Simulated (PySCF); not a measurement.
C₃H₃, SMILES [CH]1[CH][CH]1 (connectivity only; charge and spin as stated), neutral, multiplicity 2. Atoms are numbered in the order given.

```xyz
6

C     -0.8735    -0.1374     0.0000
C      0.4179     0.0129    -0.6539
C      0.4179     0.0129     0.6539
H     -1.7330     0.5313     0.0000
H      0.9797     0.0694    -1.5696
H      0.9797     0.0694     1.5696
```
Charge 0, spin multiplicity 2.

Geometry: B3LYP-D3(BJ)/def2-TZVP.

All values below come from PBE/pcH-1 (PySCF).

Unrestricted Kohn–Sham, ⟨S²⟩ = 0.752. Hyperfine tensors hold the contact and dipolar terms, without spin-orbit corrections.

Computed hyperfine couplings:
```json
[
 {"nucleus": "13C no. 1", "A(iso) (MHz)": "332.8", "A(iso) (G)": "118.7", "dipolar principal values (MHz)": "-64.4, -58.7, 123.1"},
 {"nucleus": "13C no. 2", "A(iso) (MHz)": "-4.0", "A(iso) (G)": "-1.4", "dipolar principal values (MHz)": "-14.8, -8.7, 23.6"},
 {"nucleus": "13C no. 3", "A(iso) (MHz)": "-4.0", "A(iso) (G)": "-1.4", "dipolar principal values (MHz)": "-14.8, -8.7, 23.6"},
 {"nucleus": "1H no. 4", "A(iso) (MHz)": "105.3", "A(iso) (G)": "37.6", "dipolar principal values (MHz)": "-25.6, -4.3, 29.9"},
 {"nucleus": "1H no. 5", "A(iso) (MHz)": "-12.7", "A(iso) (G)": "-4.5", "dipolar principal values (MHz)": "-8.1, -1.8, 9.8"},
 {"nucleus": "1H no. 6", "A(iso) (MHz)": "-12.7", "A(iso) (G)": "-4.5", "dipolar principal values (MHz)": "-8.1, -1.8, 9.8"}
]
```

Problem. And the g tensor (effective nuclear charges for spin-orbit coupling, GIAO)? (Estimate from the structure and the level; the computed values follow.)

Solution. principal values 2.0021, 2.0026, 2.0032; isotropic 2.0026.
